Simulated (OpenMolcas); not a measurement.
## OpenMolcas run: Ta3+

Ta3+ with 6 ligands (fluoride) in octahedral coordination (Oh) at 2.03 Å. A charge of +0.5 e stands 3.2 Å behind each ligand. Ligand basis ANO-RCC-VDZP. With inversion symmetry the input lists one of each pair of outer charges.

Input:

```
&GATEWAY
Coord
7

Ta 0.0 0.0 0.0
F 2.030000 0.000000 0.000000
F 0.000000 2.030000 0.000000
F -2.030000 0.000000 0.000000
F 0.000000 -2.030000 0.000000
F 0.000000 0.000000 2.030000
F 0.000000 0.000000 -2.030000
Basis=Ta.ANO-RCC-VTZP,F.ANO-RCC-VDZP
Group=XYZ
NoMove
AngMom=0.0 0.0 0.0
AMFI
RICD
XField
3 Angstrom 0
5.230000 0.000000 0.000000 0.500000
0.000000 5.230000 0.000000 0.500000
0.000000 0.000000 5.230000 0.500000
&SEWARD
* reference wave functions (RASSCF and RASSI steps not shown): 2 electrons in 5 orbitals (5d)
>>> COPY JOB001 $Project.JobIph
&CASPT2
Multistate=10 1 2 3 4 5 6 7 8 9 10
NoMult
Frozen=17 18
IPEA=0.25
Imaginary=0.1
MaxIter=60
WThr=0.0 0.3 0.05
PrWF=0.5
NoMix
>>> COPY JOB002 $Project.JobIph
&CASPT2
Multistate=15 1 2 3 4 5 6 7 8 9 10 11 12 13 14 15
NoMult
Frozen=17 18
IPEA=0.25
Imaginary=0.1
MaxIter=60
WThr=0.0 0.3 0.05
PrWF=0.5
NoMix
```

Launched by
```bash
OMP_NUM_THREADS=1 MOLCAS_MEM=2457 MOLCAS_PROJECT=a pymolcas a.inp > a.log  # once for each step of the input, in one work folder
```

Output, cut to the results:

```
--- CASPT2 ---
Orbital specifications:
      -----------------------

      Symmetry species                           1   2
                                                ag  au
      Frozen orbitals                           17  18
      Inactive orbitals                         13  16
      Active orbitals                            5   0
      Secondary orbitals                        58  61
      Deleted orbitals                           0   0
      Number of basis functions                 93  95
Type of calculation                        SS-CASPT2
      Fock operator                              state-specific
      IPEA shift                                 0.25
      Real shift                                 0.00
      Imaginary shift                            0.10
      The input orbitals will be transformed to quasi-canonical
Reference energy:      -16188.2761032758
      E2 (Non-variational):      -1.8792334463
      Shift correction:          -0.0010623200
      E2 (Variational):          -1.8802957662
      Total energy:          -16190.1563990420
      Residual norm:              0.0000004062
      Reference weight:           0.73281
      Contributions to the CASPT2 correlation energy
      Active & Virtual Only:         -0.0044243231
      One Inactive Excited:          -0.0928577217
      Two Inactive Excited:          -1.7819514014
Reference energy:      -16188.2761032758
      E2 (Non-variational):      -1.8791105514
      Shift correction:          -0.0010615314
      E2 (Variational):          -1.8801720828
      Total energy:          -16190.1562753586
      Residual norm:              0.0000004004
      Reference weight:           0.73287
      Contributions to the CASPT2 correlation energy
      Active & Virtual Only:         -0.0044241606
      One Inactive Excited:          -0.0927341673
      Two Inactive Excited:          -1.7819522235
::    CASPT2 Root  1     Total energy: -16190.15639904
::    CASPT2 Root  2     Total energy: -16190.15627536
::    CASPT2 Root  3     Total energy: -16190.15638623
::    CASPT2 Root  4     Total energy: -16190.02803724
::    CASPT2 Root  5     Total energy: -16190.02802188
::    CASPT2 Root  6     Total energy: -16190.02799884
::    CASPT2 Root  7     Total energy: -16189.99983826
::    CASPT2 Root  8     Total energy: -16189.99984271
::    CASPT2 Root  9     Total energy: -16189.99989007
::    CASPT2 Root 10     Total energy: -16189.89233168
--- CASPT2 ---
Orbital specifications:
      -----------------------

      Symmetry species                           1   2
                                                ag  au
      Frozen orbitals                           17  18
      Inactive orbitals                         13  16
      Active orbitals                            5   0
      Secondary orbitals                        58  61
      Deleted orbitals                           0   0
      Number of basis functions                 93  95
Type of calculation                        SS-CASPT2
      Fock operator                              state-specific
      IPEA shift                                 0.25
      Real shift                                 0.00
      Imaginary shift                            0.10
      The input orbitals will be transformed to quasi-canonical
Reference energy:      -16188.2333549839
      E2 (Non-variational):      -1.8848841717
      Shift correction:          -0.0010998624
      E2 (Variational):          -1.8859840341
      Total energy:          -16190.1193390180
      Residual norm:              0.0000001049
      Reference weight:           0.73029
      Contributions to the CASPT2 correlation energy
      Active & Virtual Only:         -0.0103004728
      One Inactive Excited:          -0.0945222904
      Two Inactive Excited:          -1.7800614085
Reference energy:      -16188.2333549835
      E2 (Non-variational):      -1.8847459565
      Shift correction:          -0.0010975999
      E2 (Variational):          -1.8858435564
      Total energy:          -16190.1191985399
      Residual norm:              0.0000009677
      Reference weight:           0.73039
      Contributions to the CASPT2 correlation energy
      Active & Virtual Only:         -0.0103003205
      One Inactive Excited:          -0.0943968113
      Two Inactive Excited:          -1.7800488247
::    CASPT2 Root  1     Total energy: -16190.11933902
::    CASPT2 Root  2     Total energy: -16190.11919854
::    CASPT2 Root  3     Total energy: -16190.11948440
::    CASPT2 Root  4     Total energy: -16190.11949111
::    CASPT2 Root  5     Total energy: -16190.11947065
::    CASPT2 Root  6     Total energy: -16190.07541755
::    CASPT2 Root  7     Total energy: -16189.98892899
::    CASPT2 Root  8     Total energy: -16189.98892949
::    CASPT2 Root  9     Total energy: -16189.98891071
::    CASPT2 Root 10     Total energy: -16189.97968782
::    CASPT2 Root 11     Total energy: -16189.97971767
::    CASPT2 Root 12     Total energy: -16189.97970489
::    CASPT2 Root 13     Total energy: -16189.85886803
::    CASPT2 Root 14     Total energy: -16189.85886570
::    CASPT2 Root 15     Total energy: -16189.82494486
```

Spin-orbit levels above the lowest (labels of O, the rotations of Oh), with the averaged single-state CASPT2 energies on the diagonal:

| E (cm-1) | Degeneracy | Label | 2S+1 |
| --- | --- | --- | --- |
| 0 | 2 | E | 3 |
| 210 | 3 | T2 | 3 |
| 3230 | 3 | T1 | 3 |
| 4130 | 1 | A1 | 3 |
| 10050 | 3 | T2 | 1 |
| 10340 | 2 | E | 1 |
| 19980 | 1 | A1 | 1 |
| 29250 | 1 | A2 | 3 |
| 29850 | 3 | T2 | 3 |
| 30740 | 3 | T1 | 3 |
| 30840 | 2 | E | 3 |
| 35110 | 1 | A1 | 3 |
| 35780 | 3 | T1 | 3 |
| 36480 | 3 | T2 | 3 (69 %) |
| 37730 | 2 | E | 3 |
| 39950 | 3 | T2 | 1 (68 %) |
| 41310 | 3 | T1 | 1 |
| 60710 | 3 | T2 | 3 |
| 67900 | 2 | E | 1 |
| 75400 | 1 | A1 | 1 |

Roots that are degenerate in the reference are averaged as groups; the widest CASPT2 spread within a group is 31 cm-1 (the 2-fold group of multiplicity 1 near 8140 cm-1 above the lowest state of its run). Shifts and gaps below about the spread of the groups concerned are not significant. Over all roots computed the reference weight is 0.72 to 0.73; a low but even weight reflects the number of correlated electrons. An orbital triplet at a regular site is open to Jahn-Teller coupling, which can distort the site and quench the lowest spin-orbit gaps and is left out. The least metal-like active orbital is 80 % on the metal (Löwdin) and no ligand orbital is active, so the numbers are rough. Ligand-to-metal charge-transfer states are missing. With no ligand orbital active B as a rule stays too high, so bands that hang on it stand too high and its fall with covalency is understated. With one d shell and no ligand orbital active, 10Dq can be off by a tenth or more. No measured value stands beside these numbers; the geometry is a model, was not optimised and need not be the one that this ion takes.

The CASPT2 steps took 3.7 min on 1 thread of Intel(R) Xeon(R) Platinum 8259CL CPU @ 2.50GHz (Skylake/Cascade Lake) (shared host); the integral step is not counted.
